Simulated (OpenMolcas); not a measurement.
Ni5+: input and output

Input:

```
&GATEWAY
Coord
1

Ni 0.0 0.0 0.0
Basis=ANO-RCC-VQZP
Group=XYZ
NoMove
AngMom=0.0 0.0 0.0
AMFI
&SEWARD
* reference wave functions (RASSCF and RASSI steps not shown): 11 electrons in 8 orbitals (RAS1 3p, at most 2 holes; RAS2 3d)
>>> COPY JOB001 $Project.JobIph
&CASPT2
Multistate=1 1
Frozen=2 3
IPEA=0.25
Imaginary=0.1
MaxIter=60
WThr=0.0 0.3 0.05
PrWF=0.5
NoMix
>>> COPY JOB002 $Project.JobIph
&CASPT2
Multistate=24 1 2 3 4 5 6 7 8 9 10 11 12 13 14 15 16 17 18 19 20 21 22
23 24
Frozen=2 3
IPEA=0.25
Imaginary=0.1
MaxIter=60
WThr=0.0 0.3 0.05
PrWF=0.5
NoMix
>>> COPY JOB003 $Project.JobIph
&CASPT2
Multistate=53 1 2 3 4 5 6 7 8 9 10 11 12 13 14 15 16 17 18 19 20 21 22
23 24 25 26 27 28 29 30 31 32 33 34 35 36 37 38 39 40 41 42 43 44 45 46
47 48 49 50 51 52 53
Frozen=2 3
IPEA=0.25
Imaginary=0.1
MaxIter=60
WThr=0.0 0.3 0.05
PrWF=0.5
NoMix
```

Output, cut to the results:

```
--- CASPT2 ---
Orbital specifications:
      -----------------------

      Symmetry species                           1   2
                                                ag  au
      Frozen orbitals                            2   3
      Inactive orbitals                          1   0
      Active orbitals                            5   3
      Secondary orbitals                        37  44
      Deleted orbitals                           0   0
      Number of basis functions                 45  50
Type of calculation                        SS-CASPT2
      Fock operator                              state-specific
      IPEA shift                                 0.25
      Real shift                                 0.00
      Imaginary shift                            0.10
      The input orbitals will be transformed to quasi-canonical
Reference energy:       -1512.3834742023
      E2 (Non-variational):      -0.4312304806
      Shift correction:          -0.0000279033
      E2 (Variational):          -0.4312583839
      Total energy:           -1512.8147325862
      Residual norm:              0.0000005437
      Reference weight:           0.97027
      Contributions to the CASPT2 correlation energy
      Active & Virtual Only:         -0.3506161181
      One Inactive Excited:          -0.0760764410
      Two Inactive Excited:          -0.0045379215
::    CASPT2 Root  1     Total energy:  -1512.81473259
--- CASPT2 ---
Orbital specifications:
      -----------------------

      Symmetry species                           1   2
                                                ag  au
      Frozen orbitals                            2   3
      Inactive orbitals                          1   0
      Active orbitals                            5   3
      Secondary orbitals                        37  44
      Deleted orbitals                           0   0
      Number of basis functions                 45  50
Type of calculation                        MS-CASPT2
      Fock operator                              state-specific
      IPEA shift                                 0.25
      Real shift                                 0.00
      Imaginary shift                            0.10
      The input orbitals will be transformed to quasi-canonical
Reference energy:       -1512.1639029275
      E2 (Non-variational):      -0.4551088697
      Shift correction:          -0.0000315881
      E2 (Variational):          -0.4551404578
      Total energy:           -1512.6190433852
      Residual norm:              0.0000002307
      Reference weight:           0.96793
      Contributions to the CASPT2 correlation energy
      Active & Virtual Only:         -0.3724110963
      One Inactive Excited:          -0.0781354651
      Two Inactive Excited:          -0.0045623082
Reference energy:       -1512.1639029275
      E2 (Non-variational):      -0.4551429818
      Shift correction:          -0.0000316186
      E2 (Variational):          -0.4551746004
      Total energy:           -1512.6190775279
      Residual norm:              0.0000002335
      Reference weight:           0.96792
      Contributions to the CASPT2 correlation energy
      Active & Virtual Only:         -0.3724445628
      One Inactive Excited:          -0.0781361111
      Two Inactive Excited:          -0.0045623078
::    CASPT2 Root  1     Total energy:  -1512.61904339
::    CASPT2 Root  2     Total energy:  -1512.61907753
::    CASPT2 Root  3     Total energy:  -1512.61918495
::    CASPT2 Root  4     Total energy:  -1512.61902029
::    CASPT2 Root  5     Total energy:  -1512.61901830
::    CASPT2 Root  6     Total energy:  -1512.61901487
::    CASPT2 Root  7     Total energy:  -1512.61896230
::    CASPT2 Root  8     Total energy:  -1512.61899560
::    CASPT2 Root  9     Total energy:  -1512.61899614
::    CASPT2 Root 10     Total energy:  -1512.59661452
::    CASPT2 Root 11     Total energy:  -1512.59661867
::    CASPT2 Root 12     Total energy:  -1512.59662138
::    CASPT2 Root 13     Total energy:  -1512.57867240
::    CASPT2 Root 14     Total energy:  -1512.57869762
::    CASPT2 Root 15     Total energy:  -1512.57867390
::    CASPT2 Root 16     Total energy:  -1512.57853243
::    CASPT2 Root 17     Total energy:  -1512.57868858
::    CASPT2 Root 18     Total energy:  -1512.49409386
::    CASPT2 Root 19     Total energy:  -1512.49394451
::    CASPT2 Root 20     Total energy:  -1512.49399138
::    CASPT2 Root 21     Total energy:  -1512.49394580
::    CASPT2 Root 22     Total energy:  -1512.49405112
::    CASPT2 Root 23     Total energy:  -1512.49436701
::    CASPT2 Root 24     Total energy:  -1512.49392702
::    MS-CASPT2 Root  1     Total energy:  -1512.61996540
::    MS-CASPT2 Root  2     Total energy:  -1512.61943335
::    MS-CASPT2 Root  3     Total energy:  -1512.61919052
::    MS-CASPT2 Root  4     Total energy:  -1512.61907764
::    MS-CASPT2 Root  5     Total energy:  -1512.61900695
::    MS-CASPT2 Root  6     Total energy:  -1512.61887660
--- CASPT2 ---
Orbital specifications:
      -----------------------

      Symmetry species                           1   2
                                                ag  au
      Frozen orbitals                            2   3
      Inactive orbitals                          1   0
      Active orbitals                            5   3
      Secondary orbitals                        37  44
      Deleted orbitals                           0   0
      Number of basis functions                 45  50
Type of calculation                        MS-CASPT2
      Fock operator                              state-specific
      IPEA shift                                 0.25
      Real shift                                 0.00
      Imaginary shift                            0.10
      The input orbitals will be transformed to quasi-canonical
Reference energy:       -1512.0620725842
      E2 (Non-variational):      -0.4678146464
      Shift correction:          -0.0000312421
...
```

Levels above the lowest, from the spin-orbit matrix with the single-state CASPT2 energies, averaged by term, on its diagonal:

```
Configuration   Term     J  E (cm-1)  Measured (cm-1)  Term weight %    Second
          3d5     6S   5/2       0.0              0.0            100          
          3d5     4G   5/2     42860                              99          
          3d5     4G   7/2     42940                             100          
          3d5     4G  11/2     42960            41921            100          
          3d5     4G   9/2     42990                             100          
          3d5     4P   5/2     47380            45884             90      9 4D
          3d5     4P   3/2     47570            46104             92      7 4D
          3d5     4P   1/2     47790            46325             97      3 4D
          3d5     4D   7/2     51780            50331             99          
          3d5     4D   1/2     52000                              97      3 4P
          3d5     4D   3/2     52200                              92      7 4P
          3d5     4D   5/2     52260                              91      9 4P
          3d5     2I  11/2     62400            61196             98          
          3d5     2I  13/2     62600            61280            100          
          3d5     2D   5/2     66310            64152             65  32 2F(1)
          3d5     2D   3/2     67400            65174             88     11 4F
          3d5  2F(1)   7/2     69370            67085             94      4 4F
          3d5     4F   9/2     70270                              96      4 2G
          3d5     4F   5/2     70290                              75  21 2F(1)
          3d5     4F   7/2     70430                              93   5 2F(1)
          3d5     4F   3/2     70880                              88     11 2D
          3d5  2F(1)   5/2     71330                              46     31 2D
          3d5     2H   9/2     74710            72909             79     20 2G
          3d5     2H  11/2     75530            73757             98
```

Against the 12 measured excited levels shown (Corliss and Sugar, J. Phys. Chem. Ref. Data 10, 197 (1981)) the mean absolute deviation is 1600 cm-1; the largest miss in energy is 3d5 2F 7/2(1): computed 69370, measured 67085 cm-1 (+3.4 %).

Term energies are means over components that CASPT2 splits; among the terms shown or strongly mixed into the levels shown the widest spread is 97 cm-1 (3d5 4F). Active for correlation alone: 3p; no level in the range computed is led by a configuration that opens it, so any true level of that kind is missing. Measured partners are found by configuration, term and J. A level has none where our copy of the source lacks it or the pairing is in doubt (some pairs that miss far off the trend of their configuration count as doubtful), and it then counts in no deviation. Levels of configurations outside the active space are missing. The first state left out of the spin-orbit step lies near 110000 cm-1 above the lowest spin-free state of the reference (among the parities and spins computed), and the list stops at four fifths of that energy or lower. The table shows the lowest 24 of 28 levels.

The term weight is that of the spin-free term in the level, not the purity of its configuration. A number in round brackets counts repeated terms of one configuration in the order of the reference energies.
